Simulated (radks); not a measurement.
Q: Xe+, configuration [Kr] 4d10 5s2 5p5. Method: scalar-relativistic Kohn-Sham, PBE, spin-unpolarised, spherical densities, point nucleus; computed with a radial shooting solver on a logarithmic mesh with Libxc functionals. Some entries of the table are withheld. Estimate them.

| orbital | occ. | eigenvalue (Ry) | r(max) (bohr) | <r> (bohr) |
|---|---|---|---|---|
| 1s | 2 | -2527.151 | 0.01715 | 0.02666 |
| 2s | 2 | -393.9296 | 0.09696 | 0.1146 |
| 2p | 6 | -353.5338 | 0.07780 | 0.1003 |
| 3s | 2 | -81.16615 | 0.2789 | (1) |
| 3p | 6 | -68.12137 | 0.2729 | 0.3044 |
| 3d | 10 | -48.78334 | 0.2260 | 0.2809 |
| 4s | 2 | -15.25285 | 0.6611 | 0.7166 |
| 4p | 6 | -11.12248 | 0.6934 | (2) |
| 4d | 10 | -5.10217 | 0.7482 | 0.8760 |
| 5s | 2 | -2.13719 | 1.614 | 1.825 |
| 5p | 5 | -1.25008 | 1.873 | 2.188 |

A: 
(1) 3s <r> (bohr): 0.3064
(2) 4p <r> (bohr): 0.7647
